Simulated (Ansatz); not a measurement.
Job for Ansatz (a quantum-chemistry and plane-wave program): U-CCSD(T)/def2-SVP on CdFH (SMILES [F][CdH]), a point of a bond scan (R = 2.453 Å). Elements past Kr take the def2 small-core potentials; no spin–orbit coupling.

Ansatz 0.2 input:
```yaml
crystal:
  periodic: [false, false, false]
  atoms:
    - {symbol: Cd, position_ang: [-0.00000000, -0.00000000, -0.27480080]}
    - {symbol: H, position_ang: [0.00000000, 0.00000000, -2.72744883]}
    - {symbol: F, position_ang: [0.00000000, 0.00000000, 1.67781534]}
basis:
  gaussian:
    orbitals: def2-SVP
correlation: {method: ccsd_t, electrons: outside_noble_gas}
scf: {omitted_lower_state_checks: [cluster_reference]}
magnetization: {spin_polarized: true, initial_magnetization: 0}
```

Task: What total energy does the run end on?

Result: -267.1862 hartree (reference determinant -266.7048, T1 diagnostic 0.054). Its determinant has ⟨S²⟩ = 0.41, a mixture of spin states.

Task: How many basis functions does it have, and what does it roughly cost on one machine?

Result: 50 functions; very roughly 7 core-seconds.
